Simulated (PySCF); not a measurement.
**Electronic structure of Rh⁺ (rhodium, charge +1) at the UHF level**

Configuration: [Kr] 4d7 5p1, one real determinant (an excited configuration). Calculation: PySCF 2.14, in aug-cc-pwCVTZ-DK; scalar relativity by spin-free X2C-1e.

- Total energy: -4780.593613 hartree
- One-electron energy: -6573.5123 hartree
- Hartree (Coulomb) energy: 1930.3034 hartree
- Exchange energy: -137.3847 hartree
- ⟨S²⟩: 6.0054
- ⟨L²⟩: 13.948
- Sum of ⟨r⟩: 30.19 bohr
- Sum of ⟨r²⟩: 46.70 bohr²
- Traceless quadrupole moment −½Σ⟨3z² − r²⟩ along its main axis: -6.30 e·bohr²
- Langevin diamagnetic susceptibility: -37.0 ×10⁻⁶ cm³/mol

| shell | electrons | mean orbital energy (eV) | spread (eV) | rms radius, mean of both spins (bohr) |
| --- | --- | --- | --- | --- |
| 1s α | 1 | -23352.9 | 0 | 0.0375 |
| 1s β | 1 | -23352.9 | 0 | 0.0375 |
| 2s α | 1 | -3479.6 | 0 | 0.154 |
| 2s β | 1 | -3478.7 | 0 | 0.154 |
| 2p α | 3 | -3114.6 | 0.114 | 0.137 |
| 2p β | 3 | -3113.7 | 0.043 | 0.137 |
| 3s α | 1 | -668.27 | 0 | 0.415 |
| 3s β | 1 | -667.82 | 0 | 0.415 |
| 3p α | 3 | -544.93 | 0.191 | 0.419 |
| 3p β | 3 | -544.36 | 0.073 | 0.419 |
| 3d α | 5 | -347.64 | 0.388 | 0.403 |
| 3d β | 5 | -346.37 | 1.228 | 0.403 |
| 4s α | 1 | -117.01 | 0 | 1.05 |
| 4s β | 1 | -111.75 | 0 | 1.05 |
| 4p α | 3 | -80.195 | 0.398 | 1.16 |
| 4p β | 3 | -73.480 | 0.646 | 1.16 |
| 4d α | 5 | -25.854 | 1.283 | 1.58 |
| 4d β | 2 | -23.288 | 0.233 | 1.58 |
| 5p α | 1 | -10.203 | 0 | 3.98 |

⟨L²⟩ = 13.95 against 20 for a pure G term, so this real determinant mixes terms.

Densities and radii are taken from the X2C orbitals without a picture-change correction, which distorts them close to the nucleus.

Spin-orbit constants ζ (cm⁻¹) from the X2C one-electron operator on these orbitals: bare nucleus, nucleus screened by l(l+1)(2l+1)/3 electrons, and screened by the Breit-Pauli mean field of the electrons.

```tsv
shell	bare	screened nucleus	mean field
2p	783400	748600	n/a
3p	136500	130500	n/a
3d	19820	15420	n/a
4p	19980	19090	n/a
4d	1756	1366	n/a
5p	1188	1135	n/a
```

To first order the Landé constant is A = -185.2 cm⁻¹, so the lowest level has J = 6 and lies 0.184 eV below the centre of the term. This holds in LS coupling only.
